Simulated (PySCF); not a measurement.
# Excitation energy of Al⁺ by level of theory

Al⁺ [Ne] 3s2 (1S) → Al⁺ [Ne] 3s1 3p1, s spin flipped, as a difference of total energies. All numbers are calculated (PySCF 2.14, the spin-free X2C one-electron Hamiltonian (Gaussian nucleus), in x2c-TZVPPall). Correlated levels: valence and next inner shell: 1s2 frozen. The calculations carry no spin-orbit coupling.

```json
{"method": "UHF", "excitation energy (cm⁻¹)": "45271"}
{"method": "MP2 (valence and next inner shell)", "excitation energy (cm⁻¹)": "46792"}
{"method": "SCS-MP2 (valence and next inner shell)", "excitation energy (cm⁻¹)": "46768"}
```

The upper determinant mixes two multiplicities, so it lies between the two terms.

The basis was made for the ground configuration and has no added diffuse functions, so the excitation energy can come out too high.

The coupled-cluster amplitudes are large for the upper state (T1 above 0.03 or a double amplitude above 0.15), so a single reference is strained.
